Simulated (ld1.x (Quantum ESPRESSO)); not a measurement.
# Before and after: TM potential for B (Z = 5)

- Element: B
- Generator: ld1.x (Quantum ESPRESSO) 7.5
- Type: norm-conserving Troullier–Martins (Kleinman–Bylander form)
- Functional: PBE
- Relativity: scalar-relativistic
- Frozen core: [He]
- Valence charge: 3
- Reference configuration: 2s2 2p1
- Partial waves: 2s (bound): rc 1.05 bohr; 2p (bound): rc 2.15 bohr
- Local potential: all-electron potential smoothed inside 1.80 bohr (lloc = -2)
- Core correction: none

Change: wave 2p (bound): rc 2.15 bohr becomes 2p (bound): rc 2.00 bohr.

Cutoffs: the cutoffs (Ry, on a coarse ladder) from which the occupation-weighted sum of valence levels, in a spherical-Bessel basis at the reference potential, stays within 10 and 1 mRy of its value at 400 Ry; they do not see the model core or the augmentation charge, which bear on the density cutoff. Errors are all-electron minus pseudo energies relative to the spin-unpolarised reference configuration.

Q: What does the change do?

A: The potential gets neither clearly harder nor softer (45 Ry and 110 Ry → 45 Ry and 110 Ry); of the 7 tests that both files solve, the error grows in 2 and shrinks in 1 by more than 15 % and 0.3 meV (median size 11.9 → 10.4 meV); neither file shows a bound ghost.

```csv
quantity,base,changed
"cutoff, loose",45 Ry,45 Ry
"cutoff, tight",110 Ry,110 Ry
bound ghosts,none,none
"error for 2s2 2p0, meV [ΔE 8.22 eV]",+33,+30
"error for 2s1 2p0, meV [ΔE 33.64 eV]",+122,+110
"error for 2s2 2p0.5, meV [ΔE 2.89 eV]",+4.0,+3.6
"error for 2s0 2p3, meV [ΔE 11.72 eV]",+25,+33
"error for 2s2 2p1.3, meV [ΔE -0.74 eV]",+0.3,+0.3
"error for 2s1 2p2, meV [ΔE 5.85 eV]",+8.4,+10
"error for 2s1 2p1, meV [ΔE 14.36 eV]",-12,-8.9
```
